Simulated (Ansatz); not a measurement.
Reaction (formal exchange of groups at a Zn–C bond): `B[CH](C)[ZnH]` + `CCC(C)=O` → `CC[C](=O)[ZnH]` + `BC(C)C`

Program: Ansatz. Geometries: PBE0-D4/def2-TZVP. ΔE: electronic, gas phase. CCSD(T)/CBS is the MP2 limit (def2-TZVPP, def2-QZVPP) plus CCSD(T) − MP2 in def2-TZVPP, frozen cores. Functionals use def2-TZVPP. For Zn outer-core shells are correlated without core-valence functions, which leaves a few kJ/mol of doubt a bond. Scalar relativity is left out up to krypton. Each species was taken in one conformer, which may not be the lowest.

```json
{"level": "PBE0-D4", "ΔE (kJ/mol)": "94.0"}
{"level": "ωB97M-V", "ΔE (kJ/mol)": "89.4"}
{"level": "MP2/def2-TZVPP", "ΔE (kJ/mol)": "96.6"}
{"level": "HF/CBS(def2)", "ΔE (kJ/mol)": "75.9"}
```

What does CCSD(T)/CBS give? (Estimate.)

The calculation gave: +90.1 kJ/mol. The listed levels differ from it by 3.9, -0.7, 6.5, -14.2 kJ/mol.

Largest T1 diagnostic among the species: 0.016.

From PBE to PBE0 (25 % exact exchange), in def2-TZVPP and without D4, ΔE moves by +3.5 kJ/mol. In def2-TZVPP, CCSD(T) changes the Hartree–Fock value by +15.7 kJ/mol (the triples alone add +2.8 kJ/mol) and MP2 by +20.6 kJ/mol.
